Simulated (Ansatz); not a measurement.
Total energies of `CC(C)(C)[O][GeH]`.

Cartesian coordinates in Å:
```
C -1.4092 0.0108 -0.0352
C 0.0976 0.2080 0.0363
C 0.4478 1.2832 1.0518
C 0.7994 -1.0980 0.3771
O 0.5786 0.6984 -1.2226
Ge 0.5357 0.0059 -2.8551
H -1.8016 -0.3168 0.9302
H -1.6618 -0.7482 -0.7793
H -1.8995 0.9489 -0.3052
H 1.5275 1.4431 1.0747
H 0.1165 0.9956 2.0525
H -0.0323 2.2263 0.7835
H 1.8814 -0.9494 0.4001
H 0.4815 -1.4627 1.3565
H 0.5626 -1.8653 -0.3638
H -0.2242 -1.3797 -2.5015
```

The species carries charge 0 and has multiplicity 1. Correlated methods include outer-core shells of Ge, which these sets cover unevenly. Scalar relativity is left out up to krypton. The geometry is a stationary point of PBE0-D4/def2-TZVP. Basis def2-TZVPP, Ansatz 0.2.0.

RPA on PBE orbitals: Hartree–Fock energy of these orbitals -2307.52730 Eh, correlation -1.92366 Eh (frozen core).

```tsv
functional	kind	energy without D4 (Eh)	D4 term (kJ/mol)
LDA (SPW92)	LDA	-2305.56562	–
PBE	GGA	-2310.14135	-39.2
revPBE	GGA	-2310.52298	-123.4
BLYP	GGA	-2310.71382	-86.0
r2SCAN	meta-GGA	-2310.61525	-10.2
B97M-V	meta-GGA with VV10	-2310.35997	–
PBE0	global hybrid, 25 % exact exchange	-2310.22058	-33.3
B3LYP	global hybrid, 20 %	-2310.81989	-62.5
r2SCANh	meta-GGA hybrid, 10 %	-2310.59638	-10.7
r2SCAN0	meta-GGA hybrid, 25 %	-2310.56999	-11.8
HSE06 (plane-wave form)	screened hybrid	-2310.20757	-30.9
BHLYP	global hybrid, 50 %	-2310.60127	-45.6
CAM-B3LYP	range-separated hybrid	-2310.76730	-33.7
LC-ωPBE	long-range corrected hybrid	-2310.34185	–
ωB97X-V	range-separated hybrid GGA with VV10	-2310.50464	–
ωB97M-V	range-separated hybrid meta-GGA with VV10	-2310.53545	–
B2PLYP	double hybrid	-2310.19351	–
PBE-QIDH	double hybrid	-2309.86144	–
```

B3LYP takes the VWN-RPA correlation (the form of Gaussian; ORCA's B3LYP/G). HSE06 is the plane-wave form, built on full-range PBE exchange. The double hybrids freeze the cores in their second-order part.

LC-ωPBE has ω = 0.4 bohr⁻¹.
